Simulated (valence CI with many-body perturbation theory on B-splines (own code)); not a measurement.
## Sensitivity of CI+MBPT for Nd²⁹⁺

Calculated by configuration interaction combined with many-body perturbation theory (CI+MBPT): three valence electrons over a frozen Dirac-Fock core [Ar] 3d10, radial functions for each j: 6 s, 6 p, 5 d, 3 f, 1 g, with the one-electron correlation potential Σ1 (screened to all orders), the two-electron term Σ2, the three-electron term Σ3, Breit, model QED; selected single and double excitations, second order for the rest, scaled by the run's own slope (own B-spline code, finite nucleus).

The last digits are not significant, and no measured levels were compared; by estimate large intervals hold to a few tenths of a per cent, small ones and those within an open d or f shell to about a per cent.

The reference run has the lowest level (4s^2 4p1/2) J=1/2 and an ionisation energy of 1093.37 eV. Its largest variational space holds 2781 state functions.

Levels are named by their leading jj configuration (3d3/2^4 stands for four electrons in 3d with j = 3/2), which in mixed levels can hold well under half, so a name can repeat and another be missing. Letters in brackets count levels of one name in rising energy.

Reference levels: (4s^2 4p3/2) J=3/2 253459, (4s 4p1/2^2) J=1/2 507291, (4s 4p1/2 4p3/2) J=3/2 [a] 695893, (4s 4p1/2 4p3/2) J=5/2 741041, (4s 4p1/2 4p3/2) J=3/2 [b] 810164, (4s 4p1/2 4p3/2) J=1/2 837193, (4s 4p3/2^2) J=5/2 975236, (4s 4p3/2^2) J=3/2 1090300, (4s 4p3/2^2) J=1/2 1091210, (4s^2 4d3/2) J=3/2 1173550, (4s^2 4d5/2) J=5/2 1214680, (4p1/2^2 4p3/2) J=3/2 1335210 cm⁻¹.

Rank these changes by the mean size of the shift of these levels, smallest first.
A. Breit term on → off; QED terms on → off
B. three-electron term on → off
C. logarithmic knot step 0.27 → 1.1
D. size limit of the variational space 10000 → 3000; second order for the rest on → off; box radius (bohr) 3.8203 → 2.3

D (2 cm⁻¹), B (46 cm⁻¹), C (1300 cm⁻¹), A (4700 cm⁻¹).
